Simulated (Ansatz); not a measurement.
Stepwise reaction of `N[Si](F)(F)F` with ammonia, as a gas-phase model of exchange steps in deposition or etching. ΔE in kJ/mol; ΔG adds harmonic PBE0-D4 terms to CCSD(T)/CBS, at 1 bar.

Isolated molecules relaxed with PBE0-D4/def2-TZVP in Ansatz; ΔE leaves out vibrations. CBS: MP2 limit from def2 TZ/QZ plus the TZ coupled-cluster correction, frozen cores. This one scheme is used for every species. DFT in def2-TZVPP. B3LYP here is the variant with VWN-RPA as its local correlation; programs differ in this. Each species was taken in one conformer, which may not be the lowest.

| step | reaction | PBE-D4 | B3LYP-D4 | ωB97M-V | CCSD(T)/CBS | ΔG(400 K) |
| --- | --- | --- | --- | --- | --- | --- |
| 2 | `N[Si](N)(F)F` + NH₃ → `N[Si](N)(N)F` + H–F | 93.8 | 99.3 | 99.1 | 97.3 | 82.4 |
| 3 | `N[Si](N)(N)F` + NH₃ → `N[Si](N)(N)N` + H–F | 97.6 | 104.2 | 103.5 | 98.5 | 110.4 |

Question: Give the row of step 1, `N[Si](F)(F)F` + NH₃ → `N[Si](N)(F)F` + H–F. (Best estimate.)

Answer: The calculation gave: 
| step | reaction | PBE-D4 | B3LYP-D4 | ωB97M-V | CCSD(T)/CBS | ΔG(400 K) |
| --- | --- | --- | --- | --- | --- | --- |
| 1 | `N[Si](F)(F)F` + NH₃ → `N[Si](N)(F)F` + H–F | 70.4 | 75.5 | 75.5 | 74.3 | 80.1 |

Question: By hand: ΔE of the 3 steps together at CCSD(T)/CBS.

Answer: (74.3) + (97.3) + (98.5) = 270.1 kJ/mol, or 90.0 kJ/mol a step.

In ΔE step 1 is the lowest and step 3 the highest. All are uphill at CCSD(T)/CBS. ΔG lies between 80.1 and 110.4 kJ/mol a step. PBE-D4 differs from CCSD(T)/CBS by -3.9 to -0.9 kJ/mol a step. Isolated molecules leave out the surface, adducts and barriers. Largest T1 diagnostic: 0.011.
